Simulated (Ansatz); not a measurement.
Reactions of C$_{8}$H$_{18}$ (`CCC(CC)C(C)C`).

Program: Ansatz. Geometries: PBE0-D4/def2-TZVP. ΔE: electronic, gas phase. CCSD(T)/CBS adds triple-zeta CCSD(T) − MP2 to the extrapolated MP2 energy (def2 sets, frozen cores). This one scheme is used for every species. Elements past krypton have def2 core potentials. For Zr outer-core shells are correlated without core-valence functions, which leaves a few kJ/mol of doubt a bond. One conformer a species, not always the lowest.

Q: Order these by ΔE at CCSD(T)/CBS, lowest first. (Estimate.)
A. `CCC(CC)C(C)C` + H₂O → `CCC(O)CC` + `CCC`
B. `CCC(CC)C(C)C` + `[OH][Zr]([OH])([OH])[SH]` → `C[O][Zr]([OH])([OH])[SH]` + `CCC(C)C(C)C`
C. `CCC(CC)C(C)C` + `C=CN[SiH2]Cl` → `C=CN(C)[SiH2]Cl` + `CCC(C)C(C)C`

A: C (+18.3 kJ/mol), A (+34.2 kJ/mol), B (+42.6 kJ/mol).

Largest T1 diagnostic: 0.017, for `[OH][Zr]([OH])([OH])[SH]`.
